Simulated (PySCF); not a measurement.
## Interval between two levels of Ag²⁺ by level of theory

Ag²⁺ [Kr] 4d9 [2D5/2, M_J = 5/2] → Ag²⁺ [Kr] 4d8 5s1 [4F9/2, M_J = 9/2], as a difference of total energies. Computed with PySCF 2.14 in x2c-TZVPall-2c (8s9p7d1f, 77 functions), with the two-component X2C-1e Hamiltonian. Correlated levels: [Ar] 3d10 frozen; the 6 highest virtual spinors dropped. "Screened" scales the spin-orbit matrix elements by Boettger's factors to mimic the two-electron term; Breit and QED terms are absent.

| method | interval between two levels (cm⁻¹) |
| --- | --- |
| GHF (spin-free) | 60332 |
| GMP2 (spin-free) | 62991 |
| GHF (screened spin-orbit) | 59014 |
| GMP2 (screened spin-orbit) | 61612 |

The labels give the starting determinants; with spin-orbit coupling the two ends relaxed to ⟨J²⟩ = 8.76, ⟨L²⟩ = 6.02, ⟨S²⟩ = 0.77 and ⟨J²⟩ = 24.76, ⟨L²⟩ = 12.07, ⟨S²⟩ = 3.75.
